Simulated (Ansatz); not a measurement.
The first iterations of a band of CH8GeN2Si (13 atoms, charge 0, multiplicity 1).

The calculation used Ansatz 0.2.0, RHF/def2-SVP.

* movable images: 5
* climbing image: yes
* spring: 5.0 eV/Å²
* optimiser: quadratic models (default)
* start path: through a guess of the saddle point
* force threshold: 0.05 eV/Å
* iteration limit: 60
* end points: relaxed

First end point:

```xyz
13
Properties=species:S:1:pos:R:3
N 0.878 1.339 1.218
C -0.370 1.489 1.169
Ge -1.437 0.224 0.074
Si 0.095 -1.534 -0.563
N 1.543 -0.907 -1.256
H 1.326 2.035 1.799
H -0.866 2.301 1.716
H -2.643 -0.234 0.917
H -2.004 1.020 -1.119
H -0.544 -2.420 -1.567
H 0.362 -2.325 0.662
H 1.662 -0.865 -2.248
H 2.017 -0.159 -0.785
```

Last end point:

```xyz
13
Properties=species:S:1:pos:R:3
N 0.979 1.196 0.800
C -0.255 1.332 1.024
Ge -1.606 0.217 0.050
Si -0.648 -1.865 -0.864
N 1.192 -1.022 -1.133
H 1.548 1.826 1.346
H -0.597 2.080 1.751
H -2.740 -0.028 1.069
H -2.194 1.205 -0.986
H 1.901 -1.733 -1.042
H -0.222 -2.333 0.514
H 1.282 -0.630 -2.057
H 1.379 -0.280 -0.455
```

| iteration | highest image above the first end (eV) | largest band force component (eV/Å) |
| --- | --- | --- |
| 1 | 7.628 | 23.923 |
| 2 | 3.937 | 4.014 |
| 3 | 3.194 | 2.963 |
| 4 | 3.467 | 3.346 |
| 5 | 3.657 | 1.285 |
| 6 | 4.138 | 0.681 |

Task: Does the band converge within its limit, and where does its top end?

Result: The run converged. It ended after 19 iterations with the highest image 3.845 eV above the first end. Neighbouring images differ by up to 2.8 eV, so the band resolves the path poorly. A vibrational analysis at the climbing image gives one clearly imaginary mode, 2092i cm⁻¹: a first-order saddle point. The orbitals stay closed-shell, which can raise the energy where a bond breaks towards radicals; this wasn't checked here.

Run time: 2.5 min on 2 threads of Intel(R) Xeon(R) 6975P-C (Granite Rapids), on a shared host, peak memory 0.39 GiB.
